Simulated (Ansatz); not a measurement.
B₂GeH₇N (`[BH2][GeH2][BH]N`), 11 atoms. Charge 0, multiplicity 1. Correlated methods include outer-core shells of Ge, which these sets cover unevenly. Scalar relativity is left out up to krypton. All runs use 4 threads of a server CPU on a shared host. Correlated methods freeze the cores.

(1) Give the basis size and wall time and peak host memory of each of these runs in Ansatz. RHF-CCSD(T)/def2-SVP energy; RHF-MP2/def2-QZVPP energy; RKS PBE0-D4/def2-QZVPP energy; RHF-CCSD(T)/def2-TZVPP energy; RKS PBE0-D4/def2-SVP energy; RKS B2PLYP (frozen core)/def2-TZVPP energy; RKS ωB97M-V/def2-SVP energy; RKS LC-ωPBE/def2-TZVPP energy; RKS ωB97M-V/def2-QZVPP energy; RKS r2SCANh-D4/def2-TZVPP energy; RKS PBE0-D4/def2-TZVP frequencies; RKS PBE0-D4/def2-TZVP relaxation (7 steps). (Best estimate.)

Answers

(1) Computed: Other jobs shared the machine, so times are rough.

```
                              level                   job  functions  wall time  peak host memory (GiB)
               RKS PBE0-D4/def2-SVP                energy        109      0.7 s                    0.27
             RKS LC-ωPBE/def2-TZVPP                energy        239      1.8 s                    0.43
               RKS ωB97M-V/def2-SVP                energy        109      2.3 s                    0.36
          RKS r2SCANh-D4/def2-TZVPP                energy        239        3 s                     0.6
RKS B2PLYP (frozen core)/def2-TZVPP                energy        239      3.4 s                     0.6
               RHF-CCSD(T)/def2-SVP                energy        109      4.4 s                    0.54
             RKS PBE0-D4/def2-QZVPP                energy        470      5.5 s                     1.6
             RKS ωB97M-V/def2-QZVPP                energy        470       11 s                       2
                 RHF-MP2/def2-QZVPP                energy        470       15 s                     2.8
              RKS PBE0-D4/def2-TZVP  relaxation (7 steps)        183       16 s                    0.48
             RHF-CCSD(T)/def2-TZVPP                energy        239       69 s                     4.6
              RKS PBE0-D4/def2-TZVP           frequencies        183       86 s                    0.47
```

LC-ωPBE has ω = 0.4 bohr⁻¹.
